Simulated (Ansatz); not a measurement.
`C[NH][Ga]([NH2])[Cl]` + H–F → `C[NH][Ga]([F])[Cl]` + NH₃ at 298.15 K and 1 bar (ligand exchange at a Ga–N bond).

Isolated molecules relaxed with PBE0-D4/def2-TZVP in Ansatz; ΔE leaves out vibrations. CCSD(T)/CBS adds triple-zeta CCSD(T) − MP2 to the extrapolated MP2 energy (def2 sets, frozen cores). This one scheme is used for every species. For Ga outer-core shells are correlated without core-valence functions, which leaves a few kJ/mol of doubt a bond. Scalar relativity is left out up to krypton. Each species was taken in one conformer, which may not be the lowest.

| species | CCSD(T)/CBS energy (Eh) | H − E (kJ/mol) | S (J/(mol·K)) |
| --- | --- | --- | --- |
| `C[NH][Ga]([NH2])[Cl]` | -2534.88493 | 236.8 | 387.6 |
| H–F | -100.39570 | 33.5 | 173.6 |
| `C[NH][Ga]([F])[Cl]` | -2578.78710 | 173.6 | 368.3 |
| NH₃ | -56.50880 | 100.5 | 192.4 |

H − E and S are ideal-gas, rigid-rotor, harmonic terms from PBE0-D4/def2-TZVP, for one conformer and one mirror image of each species. 1 Eh = 2625.50 kJ/mol, R = 8.31446 J/(mol·K).

**Question.** By hand: ΔE, ΔH, ΔS and ΔG.

**Answer.** ΔE = (-2578.78710) + (-56.50880) − (-2534.88493) − (-100.39570) = -0.01527 Eh = -40.1 kJ/mol. Δ(H − E) = 173.6 + 100.5 − 236.8 − 33.5 = 3.8, so ΔH = -36.3 kJ/mol. ΔS = 368.3 + 192.4 − 387.6 − 173.6 = -0.5 J/(mol·K). ΔG = -36.3 − 298.15 × (-0.5)/1000 = -36.2 kJ/mol.

**Question.** By hand: the equilibrium constant, and the temperature at which ΔG would vanish if ΔH and ΔS stayed fixed.

**Answer.** log₁₀ K = −ΔG/(RT ln 10) = 6.3. ΔG = 0 at ΔH/ΔS = 72600 K, far beyond where these terms or the molecules hold.

The number of gas molecules stays the same, so ΔS is small and ΔH decides. A doubt of 5 kJ/mol in ΔE shifts log₁₀ K by 0.9 here. Other conformers and mirror images would add mixing entropy, several J/(mol·K) or more a flexible species. These are equilibria of isolated gas molecules and say nothing of rates. Largest T1 diagnostic: 0.013 (customary marks: 0.02 for closed shells, 0.045 for open ones).
